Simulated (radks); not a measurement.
Neutral manganese inside a hard spherical wall (all orbitals vanish at R), configuration held at [Ar] 3d5 4s2 and not refilled when levels cross. Calculated with a radial shooting solver on a logarithmic mesh with Libxc functionals: non-relativistic Kohn-Sham, LDA (Slater exchange, VWN5 correlation), spin-polarised, spherical densities, point nucleus; open shells are filled with parallel spins first. Eigenvalues in eV for spin up, with the zero of energy where the potential of the charges vanishes at infinity; a dash marks a level that is unbound or too diffuse for the functional's potential to be trusted. A positive occupied level is held by the wall or, in an anion where self-interaction has pushed it up, behind a barrier. The pressure on the wall is -dE/dV.

R (bohr)  E (hartree)  kinetic (hartree)    e(3s)    e(3p)   e(3d)   e(4s)  e(4p, empty)  e(5s, empty)  pressure (GPa)
free      -1148.64409           1147.208  -85.180  -55.631  -8.580  -5.605        -1.679        -0.065               0
20        -1148.64409           1147.208  -85.180  -55.631  -8.580  -5.605        -1.679         0.029        < 0.0001
10        -1148.64367           1147.212  -85.142  -55.593  -8.542  -5.574        -1.584         1.594          0.0114
8         -1148.64001           1147.240  -84.942  -55.393  -8.348  -5.406        -1.240         3.882           0.168
6         -1148.60608           1147.421  -83.965  -54.419  -7.411  -4.448         0.337        11.121            2.77
4         -1148.25014           1148.787  -79.377  -49.887  -3.046   1.881         8.994        41.810            72.8
3         -1147.10026           1152.592  -71.415  -42.082   4.978  17.805        28.298        99.221             604
2.5       -1145.19013           1158.688  -62.641  -33.349  14.635  40.779        54.189        167.92            2250
2         -1139.69286           1175.717  -44.530  -14.636  35.965  97.960        114.66        314.23           11000
